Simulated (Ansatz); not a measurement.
```yaml
crystal:
  periodic: [false, false, false]
  atoms:
    - {symbol: Br, position_ang: [-1.786050, 1.007137, 0.334956]}
    - {symbol: C, position_ang: [-0.182311, 0.566151, -0.680265]}
    - {symbol: Al, position_ang: [0.548065, 0.774299, 1.021125]}
    - {symbol: Ge, position_ang: [0.258924, -1.225817, -0.057957]}
    - {symbol: H, position_ang: [-0.318336, 0.915127, -1.651822]}
    - {symbol: H, position_ang: [1.090459, 1.817653, 1.970178]}
    - {symbol: H, position_ang: [1.341995, -1.721813, -0.939142]}
    - {symbol: H, position_ang: [-0.864426, -2.187552, -0.050642]}
basis:
  gaussian: {orbitals: aug-pcseg-2}
hamiltonian: {xc: {name: HF}}
correlation: {method: mp2, frozen_orbitals: {Br: 0}}
accuracy: high
output: {forces: true}
```

```sh
$ ansatz run in.yaml --threads 4 --pin off --events-out ev --progress --plain --max-ram 10444MiB
```

Task: How does Ansatz answer? (Estimate.)

Result: Ansatz gave: The program refused the input.
```
Functional definition: HF
Error: "frozen_orbitals" has no count for C
```
